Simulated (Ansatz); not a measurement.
Calculated with Ansatz (gas phase, PBE0-D4/def2-TZVP geometries, no zero-point term in ΔE). CCSD(T)/CBS adds triple-zeta CCSD(T) − MP2 to the extrapolated MP2 energy (def2 sets, frozen cores). Functionals use def2-TZVPP. For Se outer-core shells are correlated without core-valence functions, which leaves a few kJ/mol of doubt a bond. Scalar relativity is left out up to krypton. Each species was taken in one conformer, which may not be the lowest.

Consider the formal exchange of groups at the Se–Si bond: `[SiH3][SiH2][SeH]` + `C=CF` → `C=C(F)[SeH]` + disilane.

`[SiH3][SiH2][SeH]`:

Cartesian coordinates in Å:
```
Si 1.305 -0.162 0.455
Si -0.950 0.421 0.277
Se -1.611 0.306 -1.910
H 1.755 -0.163 1.874
H 2.130 0.799 -0.322
H 1.492 -1.527 -0.106
H -1.800 -0.438 1.145
H -1.179 1.842 0.649
H -1.141 -1.078 -2.064
```

`C=CF`:

```xyz
6

C     0.609    0.172    0.303
C    -0.528   -0.215   -0.236
F    -1.260    0.587   -1.014
H     1.004    1.166    0.139
H     1.160   -0.519    0.925
H    -0.985   -1.192   -0.117
```

`C=C(F)[SeH]`:

```xyz
7

C     1.096   -0.164    0.363
C    -0.025    0.073   -0.295
F    -0.041    0.877   -1.362
Se   -1.691   -0.756    0.078
H     2.032    0.255    0.015
H     1.085   -0.777    1.252
H    -2.457    0.492   -0.052
```

`[SiH3][SiH3]`:

```xyz
8

Si   -0.395   -0.995    0.469
Si    0.395    0.995   -0.469
H    -0.044   -2.150   -0.399
H     0.209   -1.208    1.812
H    -1.875   -0.943    0.617
H    -0.206    1.206   -1.813
H     1.875    0.945   -0.613
H     0.041    2.151    0.398
```

CCSD(T)/CBS gives +108.7 kJ/mol.

(1) Another level gave +99.6 kJ/mol. Which?
A. revPBE/def2-TZVPP
B. PBE0/def2-TZVPP
C. LDA (SPW92)/def2-TZVPP
D. HF/def2-TZVPP

Largest T1 diagnostic among the species: 0.013.

Results:

(1) A. revPBE 99.6, PBE0 105.5, HF/def2-TZVPP 114.4, LDA (SPW92) 94.6 kJ/mol.

From BLYP to BHLYP (50 % exact exchange), in def2-TZVPP and without D4, ΔE moves by +12.0 kJ/mol. Leaving LDA and LC-ωPBE aside and taking each functional with its dispersion term where it has one, the values, not all of them listed here, spread over 14.3 kJ/mol, from BLYP-D4 to BHLYP-D4. LDA lies −4.3 kJ/mol from PBE without D4.
